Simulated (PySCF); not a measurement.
PySCF job for C₂H₈N₂Si₂, SMILES C1([Si@@H]([SiH2]N=1)N)C, SMD-B3LYP/6-31G*. Geometry: PBE0-D3(BJ)/def2-SVP. The structure was generated by enumeration; whether it is a known compound was not checked. The values are those of a single conformer.

```python
import numpy as np
from pyscf import gto, scf, dft
from pyscf.solvent import smd

mol = gto.M(
    atom='''
    C     1.78030840   -1.74265330   -0.32208232
    C     0.93879034   -0.51090427   -0.26641409
    N     1.20193432    0.54160728   -0.96644523
    Si   -0.19675801    1.64039050   -0.68849167
    Si   -0.59442953   -0.09154190    0.84299833
    N    -1.96258135   -1.12171685    0.99697017
    H     1.16138556   -2.60761792   -0.61254653
    H     2.60399270   -1.61930716   -1.04016997
    H     2.18855502   -1.97256639    0.67605883
    H    -1.04496548    1.72115361   -1.91848231
    H     0.18697157    3.03773812   -0.31359403
    H    -0.13832643    0.16531459    2.24758914
    H    -2.57117891   -1.36615819    0.22688267
    H    -2.29987144   -1.46032478    1.88847297
    ''',
    basis='6-31G*',
    charge=0,
    spin=0,
    max_memory=1600,
    verbose=3,
)
mf = dft.RKS(mol, xc='b3lyp').density_fit(auxbasis='def2-universal-jkfit')
mf.grids.level = 3
mf.conv_tol = 1e-9
mf.max_cycle = 100
mf.kernel()
res = {}
for name in ['water', 'chloroform', '2-propanol']:
    s = mf.SMD()
    s.with_solvent.solvent, s.with_solvent.sasa_ng = name, 194
    s.kernel(mf.make_rdm1())
    res[name] = (s.e_tot, s.with_solvent.get_cds(), s.dip_moment(), s.mo_energy, s.converged)
    print(f'SMD {name}: dG(solv) = {(s.e_tot - mf.e_tot) * 627.509474:.3f} kcal/mol, of which CDS {res[name][1] * 627.509474:.3f}')
```

Log of the run:

```
converged SCF energy = -769.508885786565
converged SCF energy = -769.512957323599
Dipole moment(X, Y, Z, Debye): -3.18382, -2.85982,  2.11551
SMD water: dG(solv) = -2.555 kcal/mol, of which CDS 4.441
converged SCF energy = -769.516204023509
Dipole moment(X, Y, Z, Debye): -2.93096, -2.59450,  1.92060
SMD chloroform: dG(solv) = -4.592 kcal/mol, of which CDS 0.291
converged SCF energy = -769.517738164234
Dipole moment(X, Y, Z, Debye): -3.12691, -2.80062,  2.07210
SMD 2-propanol: dG(solv) = -5.555 kcal/mol, of which CDS 0.978
```

The calculation finished and met its thresholds.
